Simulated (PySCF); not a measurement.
Question: What does the PBE0-D3(BJ)/def2-SVP structure of `c1ccc(-c2ccncc2)cc1` look like in three dimensions?

Answer: 
```xyz
21
C11H9N angstrom
C      3.2387    0.0180   -0.3516
C      2.5788    1.1068    0.2164
C      1.1948    1.0870    0.3646
C      0.4449   -0.0239   -0.0479
C     -1.0253   -0.0446    0.1076
C     -1.7147   -1.2219    0.4257
C     -3.1009   -1.1860    0.5552
N     -3.8314   -0.0859    0.3933
C     -3.1809    1.0353    0.0931
C     -1.7988    1.1113   -0.0593
C      1.1210   -1.1138   -0.6148
C      2.5044   -1.0919   -0.7672
H      4.3246    0.0344   -0.4703
H      3.1471    1.9771    0.5531
H      0.6882    1.9353    0.8306
H     -1.1746   -2.1557    0.5959
H     -3.6474   -2.1017    0.8101
H     -3.7940    1.9341   -0.0426
H     -1.3315    2.0600   -0.3319
H      0.5512   -1.9780   -0.9642
H      3.0125   -1.9461   -1.2210
```

Orientation and origin are arbitrary. Atoms count from 1 in this order. The 6-membered ring C1–C2–C3–C4–C11–C12 has internal angles of 118.5° to 120.8° (sum 720°, against 720° for a flat polygon); it is planar, 0.00 Å rms from its mean plane, widest ring torsion 0°. Of the pairs four or more bonds apart, C6···H20 is among the closest relative to their van der Waals radii: 2.76 Å, 95 % of the sum of Bondi's values. The 6-membered ring C5–C6–C7–N8–C9–C10 has internal angles of 116.7° to 123.8° (sum 720°, against 720° for a flat polygon); it is planar, 0.00 Å rms from its mean plane, widest ring torsion 0°. N8 (pyridine-type nitrogen) is bent (angle 117.1°).

Bonds between heavy atoms (Å): C1–C2 1.394, C2–C3 1.392, C3–C4 1.402, C4–C5 1.479, C5–C6 1.401, C6–C7 1.393, C7–N8 1.331, N8–C9 1.331, C9–C10 1.393, C4–C11 1.402, C11–C12 1.392, C1–C12 1.394, C5–C10 1.401.

Theory: PBE0-D3(BJ)/def2-SVP geometry optimisation, gas phase in PySCF.

Point group: C2 (tolerance 0.08 Å). No frequency check. The numbers are those of one conformer (C3–C4–C5–C6 -144°).
